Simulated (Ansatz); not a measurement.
Harmonic frequencies (cm⁻¹) at PBE0-D4/def2-TZVP from Ansatz: 80, 125, 166, 374, 433, 516, 555, 759, 768, 781, 1050, 1095, 1182, 1362, 1473, 1491, 1498, 1844, 1866, 1879, 3067, 3155, 3179, 3850.

(1) Which molecule is it?
A. `C[B-]([NH3+])(Cl)Cl`
B. `C[OH+][AlH3-]`
C. `[AlH3-][NH2+][SiH3]`
D. `[Cl][Al-]([Cl])([Cl])[AsH3+]`

Answers

(1) B.
